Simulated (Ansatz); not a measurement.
Frontier orbitals of Br2HInS2 (`S[S][In]([Br])[Br]`).

```xyz
6

S     0.649   -0.973    1.992
S     0.268   -1.606    0.072
In    0.002    0.462   -1.093
Br   -0.272    0.480   -3.530
Br   -0.029    2.588    0.118
H    -0.619   -0.951    2.441
```

Total charge 0; spin multiplicity 1. Correlated methods include outer-core shells of Br, In, which these sets cover unevenly. Scalar relativity is left out up to krypton. In: def2 effective core potential. The structure was optimised at the PBE0-D4/def2-TZVP level. It is one conformer, not always the lowest. Basis def2-TZVPP, Ansatz 0.2.0.

| functional | HOMO (eV) | LUMO (eV) |
| --- | --- | --- |
| LC-ωPBE | -9.96 | -0.56 |

**Question.** Give HOMO and LUMO (eV) with LDA (SPW92), PBE, revPBE, BLYP, r2SCAN, B97M-V, PBE0, B3LYP, r2SCANh, r2SCAN0, HSE06 (plane-wave form), BHLYP, CAM-B3LYP, ωB97X-V, ωB97M-V, HF. (Estimate.)

**Answer.** Computed: 
| functional | HOMO | LUMO |
| --- | --- | --- |
| LDA (SPW92) | -6.51 | -3.73 |
| PBE | -6.32 | -3.42 |
| revPBE | -6.26 | -3.31 |
| BLYP | -6.15 | -3.35 |
| r2SCAN | -6.56 | -3.29 |
| B97M-V | -6.59 | -3.23 |
| PBE0 | -7.42 | -2.65 |
| B3LYP | -7.19 | -2.92 |
| r2SCANh | -6.97 | -3.01 |
| r2SCAN0 | -7.58 | -2.57 |
| HSE06 (plane-wave form) | -7.03 | -3.01 |
| BHLYP | -8.38 | -1.81 |
| CAM-B3LYP | -8.64 | -1.74 |
| ωB97X-V | -9.61 | -0.69 |
| ωB97M-V | -9.45 | -0.80 |
| HF | -9.93 | 0.67 |

B3LYP here is the variant with VWN-RPA as its local correlation; programs differ in this. LC-ωPBE has ω = 0.4 bohr⁻¹.
